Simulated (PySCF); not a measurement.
Compound: C5H5N3OS.
Atom-mapped SMILES: `[CH3:1][S:2][c:3]1[cH:4][n:5][c:6]([CH:7]=[O:8])[n:9][n:10]1` (hydrogens: H11, H12, H13 on C1; H14 on C4; H15 on C7)

The calculation used TDDFT CAM-B3LYP/def2-SVPD, vertical, gas phase, core orbitals frozen in the response in PySCF. Isolated species at its GFN2-xTB geometry (one conformer only). Torsions of this conformer, `[CH3:1][S:2][c:3]1[cH:4][n:5][c:6]([CH:7]=[O:8])[n:9][n:10]1`: C1–S2–C3–C4 180°, N5–C6–C7–O8 180°.

Broadening: Gaussians 0.5 eV wide at half height, area fixed by f = 4.319×10⁻⁹ ∫ε dν̃. The width is an assumption, not a result. The curve ends short of the highest state used, and states not computed would add to its high-energy end.

```csv
E (eV),ε (L mol⁻¹ cm⁻¹)
2.42,0
2.50,1
2.58,4
2.66,11
2.74,25
2.82,50
2.90,88
2.97,129
3.05,176
3.13,210
3.21,220
3.29,202
3.37,163
3.45,116
3.53,74
3.61,44
3.69,32
3.77,49
3.85,129
3.92,319
4.00,838
4.08,1987
4.16,4203
4.24,7878
4.32,13010
4.40,18846
4.48,23866
4.56,26358
4.64,25347
4.72,21199
4.80,15407
4.87,10381
4.95,5792
5.03,2805
5.11,1181
5.19,434
```

Q: Locate the maxima and give the states behind the curve.

A: 388 nm (3.20 eV), ε about 220, made up of S1 (83%) and S2 (17%); 271 nm (4.58 eV), ε about 26000, made up of S5 (98%) (ε in L mol⁻¹ cm⁻¹; maxima over ε = 5, shares over 10%). The states used: S1 3.17 eV (f 0.0034); S2 3.32 eV (f 0.0008); S3 3.60 eV (f 0.0000); S4 4.35 eV (f 0.017); S5 4.58 eV (f 0.481); S6 5.28 eV (f 0.0000); S7 5.62 eV (f 0.0005); S8 5.79 eV (f 0.0001).

Q: Does any computed singlet lie in the visible range?

A: S1 lies in the visible range (380 to 750 nm), at 391 nm, f = 0.0034; light of that wavelength is violet, and its complementary colour is yellow-green; a Tamm–Dancoff triplet lies at 502 nm, without intensity as long as spin–orbit coupling is left out.

Q: Coming from long wavelengths, where does ε first pass 100 L mol⁻¹ cm⁻¹?

A: At about 424 nm (2.92 eV), 0.25 eV below S1.

Q: On this curve, what absorbance would a 10⁻⁴ mol/L sample give at 308 nm over a 1 cm path?

A: 308 nm is 4.025 eV, where ε is about 1100 L mol⁻¹ cm⁻¹, so A = ε c l ≈ 0.11 (Beer–Lambert, with the gas-phase spectrum and the assumed width).
